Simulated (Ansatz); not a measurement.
The same ligand exchange along the group F, Cl, Br, I.

Program: Ansatz. Geometries: PBE0-D4/def2-TZVP. ΔE: electronic, gas phase. CBS: MP2 limit from def2 TZ/QZ plus the TZ coupled-cluster correction, frozen cores. This one scheme is used for every species. def2 core potentials past Kr. For Ge, I, Se outer-core shells are correlated without core-valence functions, which leaves a few kJ/mol of doubt a bond. Scalar relativity is left out up to krypton.

Problem. Order these by ΔE at CCSD(T)/CBS, lowest first. (Best estimate.)
A. `[F][GeH3]` + `[GeH3][SeH]` → `[GeH3][Se][GeH3]` + H–F
B. `[Cl][GeH3]` + `[GeH3][SeH]` → `[GeH3][Se][GeH3]` + HCl
C. `[GeH3][I]` + `[GeH3][SeH]` → `[GeH3][Se][GeH3]` + HI

Solution. A (-0.17 eV), B (+0.04 eV), C (+0.20 eV).

Largest T1 diagnostic: 0.012, for `[F][GeH3]`.
